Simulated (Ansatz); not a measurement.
`C[SiH2]CCF` + H₂ → `FCC[SiH3]` + CH₄ at 298.15 K and 1 bar (hydrogenolysis of the Si–C bond).

Isolated molecules relaxed with PBE0-D4/def2-TZVP in Ansatz; ΔE leaves out vibrations. CCSD(T)/CBS is the MP2 limit (def2-TZVPP, def2-QZVPP) plus CCSD(T) − MP2 in def2-TZVPP, frozen cores. This one scheme is used for every species. Each species was taken in one conformer, which may not be the lowest.

```tsv
species	CCSD(T)/CBS energy (Eh)	H − E (kJ/mol)	S (J/(mol·K))
`C[SiH2]CCF`	-508.45493	316.9	355.7
H₂	-1.17544	35.1	130.4
`FCC[SiH3]`	-469.17718	236.3	319.3
CH₄	-40.46206	127.4	186.2
```

H − E and S are ideal-gas, rigid-rotor, harmonic terms from PBE0-D4/def2-TZVP, for one conformer and one mirror image of each species. For small species the MP2-based limit differs from directly extrapolated CCSD(T) by up to some mEh (0.8 for H₂); such offsets cancel only in part. 1 Eh = 2625.50 kJ/mol, R = 8.31446 J/(mol·K).

Task: By hand: ΔE, ΔH, ΔS and ΔG.

Result: ΔE = (-469.17718) + (-40.46206) − (-508.45493) − (-1.17544) = -0.00887 Eh = -23.3 kJ/mol. Δ(H − E) = 236.3 + 127.4 − 316.9 − 35.1 = 11.7, so ΔH = -11.6 kJ/mol. ΔS = 319.3 + 186.2 − 355.7 − 130.4 = 19.4 J/(mol·K). ΔG = -11.6 − 298.15 × (19.4)/1000 = -17.4 kJ/mol.

Task: By hand: the equilibrium constant, and the temperature at which ΔG would vanish if ΔH and ΔS stayed fixed.

Result: log₁₀ K = −ΔG/(RT ln 10) = 3.0. ΔH and −TΔS have one sign here, so there is no such temperature.

TΔS isn't small against ΔH here. A doubt of 5 kJ/mol in ΔE shifts log₁₀ K by 0.9 here. Other conformers and mirror images would add mixing entropy, several J/(mol·K) or more a flexible species. Modes under 60 cm⁻¹, often nearly free rotors, make the harmonic entropy too high. These are equilibria of isolated gas molecules and say nothing of rates. Largest T1 diagnostic: 0.011 (customary marks: 0.02 for closed shells, 0.045 for open ones).
